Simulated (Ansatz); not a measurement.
Geometry optimisation, Ansatz 0.2.0, UKS B3LYP/def2-SVP.

The input (input.yaml):

```yaml
crystal:
  periodic: [false, false, false]
  atoms:
    - { symbol: O, position_ang: [-1.3622, 0.0804, -0.4171] }
    - { symbol: Sn, position_ang: [0.566, 0.1362, -0.3794] }
    - { symbol: Cl, position_ang: [1.2854, -1.235, 1.3663] }
    - { symbol: H, position_ang: [-1.5766, -0.8239, -0.4722] }
    - { symbol: H, position_ang: [1.1373, 1.7687, -0.139] }
magnetization:
  spin_polarized: true
  initial_magnetization: 1
basis:
  gaussian: { orbitals: def2-SVP }
hamiltonian:
  xc: b3lyp
relax:
  f_tol: 0.015
  max_steps: 40
```

Launched with:

```bash
$ ansatz run input.yaml --threads 1 --pin off --max-ram 2048MiB --backend cpu --events-out ev --progress --plain --runs-dir out
```

**Question.** Where does it end, and by what steps?

**Answer.** It converged. After 7 steps the energy has fallen by 0.233 eV; Sn2 moved furthest, 0.16 Å.

```
step  energy less start (eV)  largest force component (eV/Å)  accepted
   0                  0.0000                           2.098       yes
   1                 -0.2096                           0.762       yes
   2                 -0.2247                           0.458       yes
   3                 -0.2310                           0.210       yes
   4                 -0.2282                           0.366        no
   5                 -0.2332                           0.027       yes
   6                 -0.2332                           0.038        no
   7                 -0.2334                           0.010       yes
```

```xyz
5
Properties=species:S:1:pos:R:3
O -1.315 0.091 -0.513
Sn 0.690 0.098 -0.476
Cl 1.338 -1.251 1.408
H -1.705 -0.788 -0.386
H 1.043 1.776 -0.074
```

Whether the end is a true minimum wasn't checked by a vibrational analysis.

Time of the run: 19 s on 1 thread of Intel(R) Xeon(R) 6975P-C (Granite Rapids), on a shared host, peak memory 0.2 GiB.
